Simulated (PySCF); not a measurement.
Al(All)(F)(OH) (C₃H₆AlFO), SMILES C=C[CH2][Al]([OH])[F].

Geometry: B3LYP-D3(BJ)/def2-SVP. One conformer was computed; it need not be the lowest.

Two levels are set side by side: TDDFT-PBE/def2-SVPD (PySCF) and TDDFT-ωB97X/def2-SVPD (PySCF). Vertical, same geometry. The lowest singlet is HOMO→LUMO 75 %, HOMO→LUMO+1 24 % with PBE and HOMO→LUMO 74 %, HOMO→LUMO+2 17 % with the other functional; states are paired by order. Differences are taken from unrounded values.

| quantity | TDDFT-ωB97X |
|---|---|
| lowest singlet excitation (eV) | 6.13 |
| lowest triplet excitation (TDA) (eV) | 4.09 |
| first bright state (f over 0.05) (eV) | 6.13 |
| its oscillator strength | 0.12 |

Problem. What does TDDFT-PBE give, and how far is it from TDDFT-ωB97X? (Estimate from the structure and the level; the computed values follow.)

Solution. 
| quantity | TDDFT-PBE | TDDFT-PBE minus TDDFT-ωB97X |
|---|---|---|
| lowest singlet excitation (eV) | 4.69 | -1.44 |
| lowest triplet excitation (TDA) (eV) | 3.89 | -0.20 |
| first bright state (f over 0.05) (eV) | 5.53 | -0.60 |
| its oscillator strength | 0.14 | 0.02 |

Functionals without exact exchange tend to place singlet excitations lower, as here. Differences between two approximate levels are no errors against the true value.

Rough cost on one machine, each run with all the roots and properties that it gave: TDDFT-ωB97X against TDDFT-PBE about 10 times.
